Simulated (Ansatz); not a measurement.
`F[Si](F)(F)[Sn]([Cl])([Si](F)(F)F)[Si](F)(F)F`, relaxed with RKS PBE-D4/def2-SVP in Ansatz from a rough embedded geometry. The force threshold is 0.03 eV/Å; the program also tests the step.

Total charge 0; spin multiplicity 1. Sn takes the def2 core potential.

Start:

```xyz
14

F    -1.373   -2.662   -0.532
Si    0.290   -2.252   -0.643
F     0.794   -2.504   -2.226
F     1.197   -3.301    0.401
Sn    0.678    0.161   -0.079
Cl    2.957    0.681   -0.265
Si   -0.085    0.545    2.294
F    -1.707    0.154    2.443
F     0.123    2.183    2.713
F     0.790   -0.403    3.353
Si   -0.704    1.604   -1.613
F    -2.330    1.191   -1.452
F    -0.171    1.362   -3.182
F    -0.458    3.241   -1.213
```

| step | energy (eV) | largest force (eV/Å) | largest move (Å) |
| --- | --- | --- | --- |
| 1 | -66384.2627 | 2.928 | 0.000 |
| 2 | -66384.8434 | 1.635 | 0.199 |
| 3 | -66385.1330 | 0.593 | 0.150 |
| 4 | -66385.1671 | 0.347 | 0.067 |
| 5 | -66385.1804 | 0.029 | 0.025 |

End:

```xyz
14

F    -1.238   -2.755   -0.551
Si    0.324   -2.341   -0.682
F     0.795   -2.617   -2.205
F     1.187   -3.294    0.300
Sn    0.564    0.130   -0.048
Cl    2.872    0.659   -0.247
Si   -0.084    0.572    2.389
F    -1.653    0.209    2.578
F     0.130    2.125    2.789
F     0.773   -0.343    3.412
Si   -0.693    1.664   -1.668
F    -2.276    1.333   -1.561
F    -0.228    1.431   -3.200
F    -0.474    3.226   -1.304
```

Run time 4.4 s (11 threads of an AMD EPYC 7R13 on a shared host and a whole NVIDIA H100 80 GB); peak host memory 0.91 GiB.
